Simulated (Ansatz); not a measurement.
```yaml
crystal:
  periodic: [false, false, false]
  atoms:
    - {symbol: C, position_ang: [0.858262, -1.329044, -0.117475]}
    - {symbol: O, position_ang: [0.388711, -0.200306, 0.441242]}
    - {symbol: W, position_ang: [-0.738548, 1.235975, 0.235504]}
    - {symbol: S, position_ang: [-2.660886, 0.558358, -0.276456]}
    - {symbol: S, position_ang: [-0.050950, 2.407016, -1.418039]}
    - {symbol: Cl, position_ang: [-0.797190, 2.512853, 2.132265]}
    - {symbol: H, position_ang: [1.510173, -1.889724, 0.539190]}
    - {symbol: H, position_ang: [1.427309, -1.068830, -1.070821]}
    - {symbol: H, position_ang: [0.055362, -2.052695, -0.457979]}
basis:
  gaussian: {orbitals: def2-TZVP}
magnetization: {spin_polarized: true, initial_magnetization: 2}
hamiltonian: {xc: {name: CAM-B3LYP}}
accuracy: high
multiplicity: 3
output: {forces: true}
```

```sh
$ ansatz run in.yaml --threads 2 --pin off --events-out ev --progress --plain --max-ram 32768MiB --backend cpu
```

Q: How does Ansatz answer? (An estimate is asked.)

A: Computed: The input was rejected before any iteration.
```
Error: YAML parse error: error: line 18 column 1: unknown field `multiplicity`, expected one of crystal, accuracy, basis, kpoints, hamiltonian, magnetization, projection, total_charge, correlation, batch, efield, external_charges, scf, relax, neb, saddle, md, ramp, phonons, dielectric, real_time, elastic, magnetic_configurations, gw, evaluate, workflow, output, checkpoint, execution
16 | hamiltonian: {xc: {name: CAM-B3LYP}}
17 | accuracy: high
18 | multiplicity: 3
19 | output: {forces: true}
```
